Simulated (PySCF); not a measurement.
NMR data sheet: C₆H₈FNSi

* Formula: C6H8FNSi
* SMILES: FC[SiH2]c1ccccn1
* Point group of the computed structure: Cs
* Degrees of unsaturation: 4
* Carbon signals: 6
* Proton signals: 6

Bonds (- single, = double, # triple, : aromatic): F1-C2, C2-Si3, Si3-C4, C4:C5, C5:C6, C6:C7, C7:C8, C8:N9, N9:C4. C2 carries H10, H11; Si3 carries H12, H13; C5 carries H14; C6 carries H15; C7 carries H16; C8 carries H17.

Non-relativistic, rapidly exchanging positions averaged, single conformer, gas phase. Structure optimised with GFN2-xTB; shielding tensors at PBE0/pcSseg-1 (GIAO); PySCF.

Shifts are taken against calculated references (same method and geometry level): ¹H (31.72 ppm), ¹³C (186.93 ppm), ²⁹Si (349.16 ppm) vs TMS; ¹⁹F (170.95 ppm) vs CFCl3; ¹⁵N (267.73 ppm) against NH3.

| carbon | δC, type | δH (multiplicity) | HMBC from (2–3 bonds) | span of the C tensor (ppm) |
| --- | --- | --- | --- | --- |
| C2 | 78.2, CH2 | 5.60 (m) | H12/H13 | 132 |
| C4 | 167.2, C | – | H17, H15, H14, H10/H11, H12/H13 | 236 |
| C5 | 137.3, CH | 7.74 (m) | H15, H16, H12/H13 | 248 |
| C6 | 139.9, CH | 7.89 (m) | H17, H14, H16 | 253 |
| C7 | 128.7, CH | 7.38 (m) | H17, H15, H14 | 235 |
| C8 | 155.4, CH | 8.93 (d) | H15, H16 | 230 |

Other nuclei:
| atoms | nucleus | environment | δ (ppm) | σ (ppm) |
| --- | --- | --- | --- | --- |
| H12/H13 | ¹H | hydrogen on a silicon bonded to 2 C | 4.96 | 26.76 |
| F1 | ¹⁹F | fluorine on an sp3 carbon | -310.8 | 481.8 |
| Si3 | ²⁹Si | silicon bonded to 2 C, 2 H | -54.0 | 403.2 |
| N9 | ¹⁵N | pyridine-type ring nitrogen | 375.1 | -107.4 |

Carbon types of the structure: 1 × C, 4 × CH, 1 × CH2, leaving 2 H on heteroatoms. δC 167.2: substituted aromatic carbon next to a ring nitrogen. δC 155.4: aromatic CH next to a ring nitrogen; the adjacent pyridine-type nitrogen withdraws density from it. δC 139.9, 137.3, 128.7: aromatic CH; the aromatic region. δC 78.2: sp3 CH2 bonded to F and Si; the inductive effect lowers its shielding. δH 8.93: hydrogen on an aromatic CH next to a ring nitrogen; ring current plus the neighbouring ring nitrogen.

Splittings by ¹⁹F in the carbon and heteronuclear signals aren't shown, as no couplings were computed. Shifts are as computed. Against solution values, carbons near 30 ppm lie about +3 ppm off and those near 130 ppm about +5 ppm. Of 1309 compounds with measured shifts, 239 miss one by over three times the rms of a fit or turn the order of signals round; such compounds aren't used in these exercises. Unscaled 19F shifts against computed CFCl3 carry errors that often reach 10 to 50 ppm. Experimental scales use liquid or dissolved standards, which lie at an offset from isolated NH3 (liquid NH3: subtract about 20 ppm). Unscaled 15N shifts of sp2 nitrogen come out 20 to 40 ppm too high even then. No couplings were computed; multiplicities are counted from neighbouring protons, with m where these are inequivalent, close in shift, in a saturated or five-membered ring or joined by F or P, and br s for small geminal =CH2 splittings.
